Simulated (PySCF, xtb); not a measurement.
C2H7AlFN, SMILES C[NH][Al]([CH3])[F].

xtb with GFN2-xTB at its own geometry gives an orbital gap of 3.65 eV and a dipole moment of 2.54 D.

Geometry: B3LYP-D3(BJ)/def2-SVP. The structure was generated by enumeration; whether it is a known compound was not checked. The values are those of a single conformer.

**Question.** What does B3LYP/def2-TZVP (PySCF) give? (Estimate from the structure and the level; the computed values follow.)

**Answer.** gap 6.33 eV (levels -6.62 and -0.29 eV), dipole 2.06 D.
